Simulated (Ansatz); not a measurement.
Ideal-gas functions of BH$_{4}$NSSi (`SB1N[SiH2]1`) at 298.15 K and 1 bar, from an Ansatz frequency run at PBE0-D4/def2-TZVP.

Molar mass 89.0 g/mol, point group Cs (symmetry number 1), electronic degeneracy 1, moments of inertia 31.61, 230.737, 256.389 u Å². Harmonic wavenumbers (cm⁻¹, unscaled): 220, 234, 367, 436, 553, 608, 655, 656, 759, 785, 936, 977, 1041, 1418, 2221, 2230, 2673, 3606.

Use S(trans) = R[1.5 ln M + 2.5 ln T − 1.1517]; rotational temperatures θ = 24.2544 K / I; S(rot) = R[ln(√π/σ · √(T³/θAθBθC)) + 1.5]; for each mode x = 1.438777 ν̃/T, S = R[x/(eˣ − 1) − ln(1 − e⁻ˣ)] and H = RT x/(eˣ − 1); 1 cm⁻¹ = 0.0119627 kJ/mol; R = 8.31446 J/(mol·K).

Problem. By hand: the entropy, in J/(mol·K).

Solution. Translation 164.8. Rotation: θ = 0.7673, 0.1051, 0.0946 K, giving 108.6. Vibration, mode by mode: 8.20, 7.73, 4.57, 3.51, 2.25, 1.82, 1.52, 1.52, 1.02, 0.92, 0.51, 0.43, 0.33, 0.07, 0.00, 0.00, 0.00, 0.00, in all 34.4. Electronic 0.0. Sum 307.8 J/(mol·K).

Problem. By hand: H − E and G − E in kJ/mol, counted from the electronic energy.

Solution. Zero-point energy ½ × 20375 × 0.0119627 = 121.9; thermal vibration 6.7; translation, rotation and pV give 4 RT = 9.9. H − E = 138.5 kJ/mol, and G − E = 138.5 − 298.15 × 307.8/1000 = 46.7 kJ/mol.

Vibration gives 11 % of the entropy. The sum counts one conformer and one mirror image; others add a mixing term.
